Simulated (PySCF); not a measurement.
CH2ClFO2Si. Atoms are numbered in the order given.

```xyz
8

O      1.9625     0.3963     0.9174
C      2.0236    -0.2530    -0.0835
O      0.9544    -0.7602    -0.7413
Si    -0.6577    -0.5452    -0.3088
F     -0.9087    -1.1694     1.1527
Cl    -1.1538     1.4357    -0.2966
H      2.9595    -0.5302    -0.6113
H     -1.4346    -1.2897    -1.3062
```
Charge 0, spin multiplicity 1.

Geometry: B3LYP-D3(BJ)/def2-SVP. The structure was generated by enumeration; whether it is a known compound was not checked. Other conformers were not sampled.

These are ωB97X/def2-TZVP (PySCF) values and carry that method's errors.

```yaml
total_energy: -1039.53865 hartree
highest_occupied_level: -11.30 eV
lowest_empty_level: 1.51 eV
orbital_gap: 12.81 eV
dipole_moment: 2.75 D
quadrupole, principal values (traceless, Buckingham form, about the centre of nuclear charge): -5.73, -1.42, 7.15 D·Å
mean_static_polarisability: 49.7 bohr³ (7.36 Å³)
polarisability_principal_values: 41.9, 52.8, 54.4 bohr³
```
